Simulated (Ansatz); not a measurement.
Species: sum formula HSO$_{3}$, net charge -1, singlet state. It need not be the lowest isomer of its formula. 
Coordinates optimised at B3LYP-D3(BJ)/def2-TZVP (Ansatz, a quantum-chemistry and plane-wave program):
```xyz
5

O     -0.7052     1.0597     0.6927
S     -0.2151     0.1254    -0.3476
O     -0.5788    -1.2873    -0.0359
O      1.5191     0.0572    -0.0402
H      1.5606    -0.6433     0.6292
```
Charge -1, spin multiplicity 1.

Basis-set convergence of Hartree-Fock and CCSD(T) correlation energies (hartree) with Ansatz. Valence correlation only, unless marked. No spin-orbit coupling. Non-relativistic. This anion needs diffuse functions, which these sets lack.

| basis | functions | E(HF) | E(corr, CCSD(T)) | rough core time |
|---|---|---|---|---|
| cc-pV(D+d)Z | 70 | -622.68269 | -0.73485 | under 20 s |
| cc-pV(T+d)Z | 143 | [?] | [?] | 27 s |

**Question.** Complete the blanks.

**Answer.** 
- cc-pV(T+d)Z, E(HF): -622.81245
- cc-pV(T+d)Z, E(corr, CCSD(T)): -0.95671
